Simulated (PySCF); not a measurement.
Fill in the blanks.

C₂H₈FNSi₂.
SMILES: `F[C@H]1C[SiH2]N[SiH2]1`

```csv
property,level,value
point group of the GFN2-xTB geometry,GFN2-xTB,?
"rotational constants A, B, C of the GFN2-xTB geometry",GFN2-xTB,?
dipole moment,PBE0/def2-SVPD,?
HOMO energy,PBE0/def2-SVPD,-7.45 eV
LUMO energy,PBE0/def2-SVPD,-0.14 eV
lowest singlet excitation,TDDFT PBE0/def2-SVPD,"5.93 eV (209 nm, f = 0.005)"
strongest line among the 6 lowest singlet transitions,TDDFT PBE0/def2-SVPD,"S3 at 6.89 eV (180 nm, f = 0.017)"
lowest triplet excitation (Tamm–Dancoff),TDA PBE0/def2-SVPD,5.64 eV
static isotropic polarisability,PBE0/def2-SVPD,80.0 au
electronic spatial extent ⟨r²⟩ about the centre of nuclear charge,PBE0/def2-SVPD,892 bohr²
13C chemical shifts (computed TMS as zero) by class,GIAO PBE0/pcSseg-1,"90.6 (1 C), 18.6 (1 C) ppm"
1H chemical shifts (computed TMS as zero) by class,GIAO PBE0/pcSseg-1,?
"isotropic shieldings of nuclei other than C and H, by class",GIAO PBE0/pcSseg-1,"261 (1 N), 412 (1 F), 374 (1 Si), 378 (1 Si) ppm"
```

Electronic properties: PySCF, gas phase, density fitting.

Problem. Give the 1H chemical shifts (computed TMS as zero) by class.

Solution. 5.56 (1 H), 5.12 (1 H), 4.99 (1 H), 4.98 (1 H), 4.94 (1 H), 1.84 (1 H), 1.73 (1 H), -0.68 (1 H) ppm.

Problem. What is the point group of the GFN2-xTB geometry?

Solution. C1.

Problem. Give the rotational constants A, B, C of the GFN2-xTB geometry.

Solution. 3.406, 1.993, 1.337 GHz.

Problem. The dipole moment?

Solution. 2.15 D.

No computed singlet falls in the visible range (750 to 380 nm, 1.65 to 3.26 eV); S1 lies 2.67 eV above its blue end. The vertical singlet–triplet gap S1 − T1 is 0.29 eV (TDDFT singlet less Tamm–Dancoff triplet; S1: HOMO→LUMO, weight 0.99; T1: HOMO→LUMO, weight 0.97). The rotational constants make it an asymmetric top with κ = (2B − A − C)/(A − C) = -0.37, nearer the prolate limit (−1). A dipole of 2.15 D is allowed in C1, and pure rotational transitions are dipole-allowed. With B = h/(8π²I), that is 505.379 GHz u Å² over I, the principal moments of inertia are 148.4, 253.6 and 377.9 u Å² (most abundant isotopes).

For the NMR shielding job (PBE0/pcSseg-1), on one thread of an Arm Neoverse V2 (shared host), this took 14 s of wall time and 0.71 GiB of memory at its peak.

One conformer stands for the species.
